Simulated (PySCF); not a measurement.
Gas-phase reaction: SnH₂ + 2 H₂O ⇌ Sn(OH)₂ + 4 H

Computed with PySCF and rigid-rotor harmonic-oscillator thermochemistry at 1 bar. † marks an energy on the PBE0/def2-TZVP geometry and frequencies; other levels use their own. MP2 and CCSD(T) freeze the core. Open shells (unrestricted): H (multiplicity 2); the rest are closed-shell singlets. Sn: scalar-relativistic def2 core potential, no spin-orbit coupling. SnH₂, Sn(OH)₂: computed as isolated molecules; such fragments, hydroxides, amides, oligomers or adducts are transient or little studied in the gas. MP2 isn't extrapolated to the basis-set limit; its ΔH°(298 K) is 641.8 kJ in def2-SVP and 661.8 kJ in def2-TZVPP. CCSD(T) isn't extrapolated to the basis-set limit; its ΔH°(298 K) is 707.1 kJ in def2-SVP and 726.1 kJ in def2-TZVPP. The harmonic model lacks anharmonicity and excited electronic states, which grow with temperature; levels with a mode under 35 cm⁻¹ are left out. Internal rotation in Sn(OH)₂ is treated as a harmonic vibration of one conformer, which makes the entropy rough.

```
level              ΔE electronic, kJ  ΔH°(298 K), kJ  ΔS°(298 K), J/K  ΔG°(1800 K), kJ
-----------------  -----------------  --------------  ---------------  ---------------
CCSD(T)/def2-SVP†                769             707              147              358
M06-2X/def2-TZVP†                743             681              147              332
MP2/def2-TZVPP†                  724             662              147              313
PBE0/def2-QZVP†                  762             700              147              351
PBE0/def2-TZVP                   752             690              147              341
```
ΔH° is lowest at MP2/def2-TZVPP† and highest at CCSD(T)/def2-SVP†. No reference value is set beside these.
